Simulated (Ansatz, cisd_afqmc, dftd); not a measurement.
Species: GeH4S, charge 0, singlet. GeH4S (SMILES [SH][GeH3]).
B3LYP-D3(BJ)/def2-TZVP minimum from Ansatz (a first-principles code):
```xyz
6

Ge    -0.6672     0.2139     0.1016
S      1.4204    -0.5268    -0.2555
H     -0.8834     1.5662    -0.5974
H     -1.5732    -0.8624    -0.5095
H     -0.9350     0.3570     1.6089
H      2.0157     0.5237     0.3342
```
Charge 0, spin multiplicity 1.

Wanted: atomisation energy (electronic, to ground-state atoms), in kcal/mol. Open shells are spin-unrestricted; no spin-orbit coupling. Correlated methods leave the cores frozen (noble-gas shells, and filled d and f shells in the p block). No relativity. The Monte Carlo rows (phaseless AFQMC, CISD trial, step 0.005/hartree) carry one-sigma bars that omit the constraint's bias. Outlying blocks are dropped, and bars are widened where a walk drifts. Over all cases where full CI ran beside it in this data, AFQMC minus full CI had a median of +0.1 mEh and passed +0.4 mEh in a tenth of the cases. CBS(X,Y): correlation extrapolated as X^-3, Hartree-Fock from the larger set. A bracket is a step between two methods taken in the basis named. Double hybrids freeze cores in their MP2 part. For partners of very few electrons the exact lower level stands in for a higher one.

```csv
level,program,atomisation energy (kcal/mol),difference against the last row
PBE/def2-TZVPD,Ansatz,369.6,-6.5
r2SCAN-D3(BJ)/def2-TZVPD,Ansatz + dftd3,376.5,0.4
CAM-B3LYP/def2-TZVPD,Ansatz,372.0,-4.1
wB97X-V/def2-TZVPD,Ansatz,379.7,3.6
B2PLYP-D3(BJ)/def2-TZVPD,Ansatz + dftd3,368.0,-8.1
B2PLYP/def2-TZVPD,Ansatz,365.7,-10.4
MP2/def2-SVP,Ansatz,340.5,-35.6
MP2/def2-QZVPP,Ansatz,366.5,-9.6
CCSD(T)/def2-SVP,Ansatz,346.9,-29.2
CCSD(T)/def2-QZVPP,Ansatz,371.9,-4.2
"CCSD(T)/CBS(def2-TZVPP,def2-QZVPP)",Ansatz,375.9,-0.2
CCSDT(Q)/def2-TZVPP,Ansatz,366.4,-9.7
AFQMC/CISD/def2-SVP,cisd_afqmc,347.2 ± 0.6,-28.9
"CCSD(T)/CBS(def2-TZVPP,def2-QZVPP) + [AFQMC/CISD - CCSD(T)]/def2-SVP",Ansatz + cisd_afqmc,376.2 ± 0.6,0.1
"CCSD(T)/CBS(def2-TZVPP,def2-QZVPP) + [CCSDT(Q) - CCSD(T)]/def2-TZVPP",Ansatz,376.1,0.0
```
